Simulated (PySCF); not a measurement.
# Phosphorus: a sound run and one with changed settings

Sound run: P²⁺ [Ne] 3s2 3p1, P³⁺ [Ne] 3s2. All numbers are calculated (PySCF 2.14, the non-relativistic Hamiltonian (point nucleus), in cc-pV(D+d)Z). In the sound run the correlated levels freeze [Ne]. The sound run starts from symmetry-adapted Hartree-Fock orbitals and uses a fine grid where one is needed.

A second run was set up differently.

```tsv
species	method	sound run (hartree)	changed run (hartree)	converged
P²⁺	UHF	-339.63941	-335.95185	yes
P²⁺	PBE	-339.98599	-336.21098	yes
P²⁺	MN15	-340.01443	-335.44875	yes
P²⁺	MP2	-339.67829	-335.96803	yes
P²⁺	CCSD(T)	-339.69941	-335.98011	yes
P³⁺	UHF	-338.55303	-334.85136	yes
P³⁺	PBE	-338.87384	-335.07799	yes
P³⁺	MN15	-338.90747	-334.32424	yes
P³⁺	MP2	-338.58525	-334.87637	yes
P³⁺	CCSD(T)	-338.60124	-334.89365	yes
```

Ionisation energy of P²⁺:

| method | sound run (eV) | changed run (eV) |
| --- | --- | --- |
| UHF | 29.562 | 29.946 |
| PBE | 30.263 | 30.830 |
| MN15 | 30.122 | 30.600 |
| MP2 | 29.743 | 29.706 |
| SCS-MP2 | 29.724 | 29.658 |
| CCSD | 29.865 | 29.564 |
| CCSD(T) | 29.883 | 29.564 |

Task: What was changed?
A. radial grid too coarse
B. minimal basis
C. level shift left on
D. basis contracted for another Hamiltonian

Result: B. It used basis STO-3G. A minimal basis cannot let orbitals breathe on ionisation and holds almost no correlation.
